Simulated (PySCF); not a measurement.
Atomic charges against the basis set

Compound: C5H6OS.
Atom-mapped SMILES: `[CH3:1][S:2][c:3]1[cH:4][cH:5][o:6][cH:7]1` (hydrogens: H8, H9, H10 on C1; H11 on C4; H12 on C5; H13 on C7)

PBE0 throughout (PySCF), one geometry, spherical d and f functions. Geometry: PBE0-D3(BJ)/def2-SVP, one conformer, isolated molecule. The first 7 of 11 kinds of atom are listed.

Mulliken charges (e):

```csv
basis,functions,C1,S2,C3,C4,C5,O6,C7
STO-3G,45,-0.317,+0.199,-0.143,-0.130,-0.002,-0.134,-0.027
pcSseg-0,79,-0.926,+0.386,-0.453,-0.259,+0.119,-0.623,+0.124
6-31G,79,-0.759,+0.417,-0.352,-0.218,+0.083,-0.484,+0.057
6-31G*,114,-0.702,+0.195,-0.173,-0.241,+0.068,-0.401,+0.032
cc-pVDZ,132,-0.199,+0.003,-0.155,-0.033,+0.117,-0.170,+0.114
def2-SVP,132,-0.179,-0.017,-0.069,-0.076,+0.126,-0.230,+0.056
pcSseg-1,156,-0.415,+0.108,-0.337,-0.132,+0.170,-0.364,+0.188
aug-cc-pVDZ,219,+0.133,+0.200,+0.735,+0.720,+0.221,-0.419,+0.231
"6-311+G(2d,p)",233,-0.506,-0.465,+0.784,-0.254,+0.007,-0.287,-0.201
def2-TZVP,259,-0.401,-0.041,+0.054,-0.231,+0.003,-0.180,-0.091
cc-pVTZ,298,-0.302,-0.045,+0.018,-0.202,-0.007,-0.127,-0.081
IGLO-III,314,-0.549,+0.230,-0.012,-0.173,+0.075,-0.262,-0.059
```

IAO charges (e):

| basis | functions | C1 | S2 | C3 | C4 | C5 | O6 | C7 |
| --- | --- | --- | --- | --- | --- | --- | --- | --- |
| STO-3G | 45 | -0.491 | +0.268 | -0.194 | -0.205 | -0.046 | -0.091 | -0.081 |
| pcSseg-0 | 79 | -0.521 | +0.157 | -0.182 | -0.217 | +0.002 | -0.211 | -0.044 |
| 6-31G | 79 | -0.522 | +0.148 | -0.164 | -0.219 | -0.008 | -0.213 | -0.057 |
| 6-31G* | 114 | -0.506 | +0.172 | -0.174 | -0.220 | +0.018 | -0.227 | -0.033 |
| cc-pVDZ | 132 | -0.503 | +0.176 | -0.171 | -0.226 | +0.014 | -0.222 | -0.040 |
| def2-SVP | 132 | -0.494 | +0.180 | -0.173 | -0.222 | +0.018 | -0.222 | -0.037 |
| pcSseg-1 | 156 | -0.505 | +0.182 | -0.179 | -0.226 | +0.015 | -0.229 | -0.040 |
| aug-cc-pVDZ | 219 | -0.509 | +0.172 | -0.171 | -0.231 | +0.013 | -0.231 | -0.043 |
| 6-311+G(2d,p) | 233 | -0.518 | +0.184 | -0.177 | -0.231 | +0.014 | -0.233 | -0.041 |
| def2-TZVP | 259 | -0.520 | +0.190 | -0.180 | -0.230 | +0.016 | -0.233 | -0.039 |
| cc-pVTZ | 298 | -0.519 | +0.183 | -0.176 | -0.230 | +0.015 | -0.231 | -0.040 |
| IGLO-III | 314 | -0.521 | +0.193 | -0.179 | -0.232 | +0.013 | -0.234 | -0.042 |

Task: Which scheme is steadiest as the basis changes?

Result: Largest range over the bases for any column: IAO 0.14 e, Mulliken 1.24 e. IAO charges move least and Mulliken charges most, counted in e. Without the minimal STO-3G basis the ranges are IAO 0.04, Mulliken 1.24 e.

Task: How much do the charges still move between the two largest bases, cc-pVTZ and IGLO-III?

Result: At most, over all atoms: Mulliken 0.275 e, IAO 0.011 e.

Task: What do the same runs give for the total energy, the frontier levels and the dipole moment?

Result: 
| basis | energy (Eh) | HOMO (eV) | LUMO (eV) | μ (D) |
| --- | --- | --- | --- | --- |
| STO-3G | -659.3413 | -3.23 | 3.64 | 0.82 |
| pcSseg-0 | -665.9818 | -6.24 | 0.29 | 0.96 |
| 6-31G | -666.9395 | -5.98 | 0.55 | 0.93 |
| 6-31G* | -667.0513 | -5.80 | 0.70 | 0.94 |
| cc-pVDZ | -667.0957 | -5.86 | 0.51 | 0.90 |
| def2-SVP | -666.7560 | -5.92 | 0.42 | 0.89 |
| pcSseg-1 | -667.0256 | -6.04 | 0.27 | 0.91 |
| aug-cc-pVDZ | -667.1130 | -6.01 | -0.15 | 0.92 |
| 6-311+G(2d,p) | -667.1626 | -6.00 | 0.04 | 0.90 |
| def2-TZVP | -667.1898 | -5.97 | 0.22 | 0.88 |
| cc-pVTZ | -667.1863 | -5.96 | 0.29 | 0.89 |
| IGLO-III | -667.1912 | -5.96 | 0.16 | 0.84 |

The dipole is fixed by the density alone, so its range of 0.14 D shows that the density itself changes with the basis, not only its division among atoms.
